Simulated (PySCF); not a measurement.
Some computed properties have been withheld. Give your best values.

C₄H₇F₃O₂.
Numbering: `[CH3:1][O:2][CH2:3][O:4][CH2:5][C:6]([F:7])([F:8])[F:9]` (hydrogens: H10, H11, H12 on C1; H13, H14 on C3; H15, H16 on C5)

Conformer (atom-mapped SMILES and torsion angles): `[CH3:1][O:2][CH2:3][O:4][CH2:5][C:6]([F:7])([F:8])[F:9]`: C1–O2–C3–O4 67°, O2–C3–O4–C5 69°, C3–O4–C5–C6 96°, O4–C5–C6–F7 59°.

| property | level | value |
| --- | --- | --- |
| point group | PBE0-D3(BJ)/def2-SVP | C1 |
| rotational constants A, B, C | PBE0-D3(BJ)/def2-SVP | 3.785, 0.779, 0.777 GHz |
| dipole moment | CAM-B3LYP/def2-SVPD | ? |
| HOMO energy | CAM-B3LYP/def2-SVPD | ? |
| LUMO energy | CAM-B3LYP/def2-SVPD | ? |
| lowest singlet excitation | TDDFT CAM-B3LYP/def2-SVPD | 7.93 eV (156 nm, f = 0.009) |
| strongest line among the 6 lowest singlet transitions | TDDFT CAM-B3LYP/def2-SVPD | ? |
| static isotropic polarisability | CAM-B3LYP/def2-SVPD | ? |
| electronic spatial extent ⟨r²⟩ about the centre of nuclear charge | CAM-B3LYP/def2-SVPD | 1476 bohr² |

Electronic properties: PySCF, gas phase, density fitting. Isolated species at its PBE0-D3(BJ)/def2-SVP geometry (one conformer only).

Problem. What is the LUMO energy?

Solution. 1.13 eV.

Problem. What is the strongest line among the 6 lowest singlet transitions?

Solution. S4 at 8.80 eV (141 nm, f = 0.034).

Problem. The HOMO energy?

Solution. -9.87 eV.

Problem. The dipole moment?

Solution. 2.48 D.

Problem. The static isotropic polarisability?

Solution. 61.7 au.

The principal polarisabilities are 54.9, 59.0 and 71.1 au; their mean is the isotropic value. No computed singlet falls in the visible range (750 to 380 nm, 1.65 to 3.26 eV); S1 lies 4.67 eV above its blue end. The rotational constants make it an asymmetric top with κ = (2B − A − C)/(A − C) = -1.00, nearer the prolate limit (−1). The largest Löwdin shares of the HOMO are 0.58 on O2, 0.12 on C1, 0.08 on O4 and 0.06 on H10.
